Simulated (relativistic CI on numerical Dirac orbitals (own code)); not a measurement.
# Au³⁺: resonant inelastic scattering at the L2,3 edge

Computed with this model: Dirac-Coulomb-Breit CI, separate exchange-only KLI orbitals for each configuration, model QED, valence Slater integrals scaled by 0.8, Kramers-Heisenberg scattering through one core-hole configuration in a parametric crystal field; configurations [Xe] 4f14 5d8 → [He] 2s2 2p5 3s2 3p6 3d10 4s2 4p6 4d10 4f14 5s2 5p6 5d9; 300 K; core-hole width 7.5 eV; summed over polarisations. Incident energies are the highest absorption maxima for each field (at most a few, so the weaker spin-orbit partner edge can be absent), on the computed scale of the free ion. Intensities are in per cent of the strongest line above 0.02 eV; levels within 1 cm⁻¹ are merged; final levels count from the ground level, the first row holds all elastic scattering, lines under 0.4 are left out and each table stops after 24 rows. The scale of the Slater integrals is a model choice and moves the terms in proportion.

Field parameters in Wybourne normalisation: D3d B²₀ = −7Dσ, B⁴₀ = −14Dq − 21Dτ, B⁴₃ = −14√(10/7) Dq; Td as Oh with Dq negative (B⁴₀ = 21Dq, B⁴₄ = √(5/14) B⁴₀). The field is a parameter set, without covalency, and values of 10Dq over about 45,000 cm⁻¹ lie beyond real compounds.

S is read from ⟨S²⟩ = S(S + 1).

Td, 10Dq = -7600 cm⁻¹:

| Final level (eV) | Degeneracy | Irrep | S | 11915.9 eV |
| --- | --- | --- | --- | --- |
| 0.000 | 1 | A1 | 0.98 | 111.2 |
| 0.211 | 3 | T1 | 0.98 | 100.0 |
| 0.394 | 2 | E | 0.95 | 6.3 |
| 1.132 | 3 | T2 | 0.67 | 14.1 |
| 1.604 | 2 | E | 0.59 | 2.3 |
| 1.984 | 3 | T1 | 1.00 | 18.9 |
| 2.307 | 3 | T2 | 0.90 | 1.9 |
| 2.504 | 2 | E | 0.99 | 3.3 |
| 3.197 | 3 | T2 | 0.93 | 4.8 |
| 3.350 | 3 | T2 | 0.33 | 0.8 |
| 3.464 | 3 | T1 | 0.99 | 1.9 |
| 3.515 | 2 | E | 0.48 | 10.1 |
| 3.887 | 3 | T1 | 0.09 | 4.1 |
| 3.951 | 1 | A1 | 0.27 | 1.9 |
| 4.398 | 3 | T2 | 0.63 | 0.7 |

D3d, 10Dq = 50700, Dσ = 1010, Dτ = -470 cm⁻¹:

```
Final level (eV)  Degeneracy  Irrep     S  11918.9 eV  13735.2 eV
           0.000           1     A1  0.99       418.1        30.9
           0.001           2      E  1.00        20.6         2.4
           1.437           2      E  0.08        61.8        15.4
           2.792           1     A1  0.09        32.0        11.2
           5.792           2      E  0.99        98.4         2.9
           5.806           1     A2  0.97        50.7         2.5
           5.881           2      E  0.97        90.7         6.4
           6.126           1     A1  0.94        50.2         5.0
           6.214           2      E  0.94       100.0        11.7
           6.587           1     A2  1.00        38.8         5.5
           7.185           2      E  0.92        53.7        19.3
           7.217           1     A1  0.90        28.7         9.4
           7.394           1     A2  0.97         6.1        10.8
           7.443           2      E  0.96        19.9        23.0
           7.487           2      E  0.96        41.9        20.0
           7.561           1     A1  0.95         1.5        16.0
           7.895           2      E  0.36        31.2        13.8
           7.898           1     A1  0.39        15.4         6.5
```

For the first field the strongest loss at the lowest incident energy is the level at 0.21 eV (S = 0.98, against 0.98 in the thermal ground state).
